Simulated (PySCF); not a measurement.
Isomers of C5H10OSSi2, mass 173.999 u with the commonest isotopes. Computed with PBE0/pcSseg-1 in PySCF (dipole) on a GFN2-xTB geometry, gas phase. One conformer each, none proved a minimum here; rigid rotors.

Question: Order these by rotational constant B, smallest first.
A. `[SiH3:1][O:2][SiH2:3][CH2:4][c:5]1[cH:6][cH:7][cH:8][s:9]1` with Si1–O2–Si3–C4 -23°, O2–Si3–C4–C5 46°, Si3–C4–C5–C6 76°
B. `[SiH3:1][O:2][CH2:3][SiH2:4][c:5]1[cH:6][cH:7][cH:8][s:9]1` with Si1–O2–C3–Si4 -70°, O2–C3–Si4–C5 -174°, C3–Si4–C5–C6 -5°
C. `[CH3:1][O:2][SiH2:3][SiH2:4][c:5]1[cH:6][cH:7][cH:8][s:9]1` with C1–O2–Si3–Si4 -179°, O2–Si3–Si4–C5 179°, Si3–Si4–C5–C6 -105°
D. `[CH3:1][Si@@H:2]([O:3][SiH3:4])[c:5]1[cH:6][cH:7][cH:8][s:9]1` with C1–Si2–C5–C6 -116°

Answer: B (382.7 MHz), C (419.1 MHz), D (615.2 MHz), A (772.5 MHz).

Question: Order these by dipole moment, smallest first.
A. `[CH3:1][O:2][SiH2:3][SiH2:4][c:5]1[cH:6][cH:7][cH:8][s:9]1` with C1–O2–Si3–Si4 -179°, O2–Si3–Si4–C5 179°, Si3–Si4–C5–C6 -105°
B. `[CH3:1][Si@@H:2]([O:3][SiH3:4])[c:5]1[cH:6][cH:7][cH:8][s:9]1` with C1–Si2–C5–C6 -116°
C. `[SiH3:1][O:2][CH2:3][SiH2:4][c:5]1[cH:6][cH:7][cH:8][s:9]1` with Si1–O2–C3–Si4 -70°, O2–C3–Si4–C5 -174°, C3–Si4–C5–C6 -5°
D. `[SiH3:1][O:2][SiH2:3][CH2:4][c:5]1[cH:6][cH:7][cH:8][s:9]1` with Si1–O2–Si3–C4 -23°, O2–Si3–C4–C5 46°, Si3–C4–C5–C6 76°

Answer: D (0.62 D), B (0.89 D), A (1.21 D), C (1.62 D).

Question: Order these by rotational constant A, smallest first.
A. `[CH3:1][O:2][SiH2:3][SiH2:4][c:5]1[cH:6][cH:7][cH:8][s:9]1` with C1–O2–Si3–Si4 -179°, O2–Si3–Si4–C5 179°, Si3–Si4–C5–C6 -105°
B. `[CH3:1][Si@@H:2]([O:3][SiH3:4])[c:5]1[cH:6][cH:7][cH:8][s:9]1` with C1–Si2–C5–C6 -116°
C. `[SiH3:1][O:2][SiH2:3][CH2:4][c:5]1[cH:6][cH:7][cH:8][s:9]1` with Si1–O2–Si3–C4 -23°, O2–Si3–C4–C5 46°, Si3–C4–C5–C6 76°
D. `[SiH3:1][O:2][CH2:3][SiH2:4][c:5]1[cH:6][cH:7][cH:8][s:9]1` with Si1–O2–C3–Si4 -70°, O2–C3–Si4–C5 -174°, C3–Si4–C5–C6 -5°

Answer: C (1421 MHz), B (1700 MHz), A (2928 MHz), D (3365 MHz).

```
                  SMILES  point group  Ia (u·Å²)  Ib (u·Å²)  Ic (u·Å²)      κ  μa (D)  μb (D)  μc (D)
   [SiH3]O[SiH2]Cc1cccs1           C1     355.67     654.23     823.99  -0.61    0.45    0.36    0.24
C[Si@@H](O[SiH3])c1cccs1           C1     297.34     821.44    1055.83  -0.78    0.08    0.63    0.63
   CO[SiH2][SiH2]c1cccs1           C1     172.57    1205.93    1254.31  -0.99    0.59    0.11    1.06
   [SiH3]OC[SiH2]c1cccs1           C1     150.20    1320.49    1430.39  -0.98    1.15    0.87    0.73
```
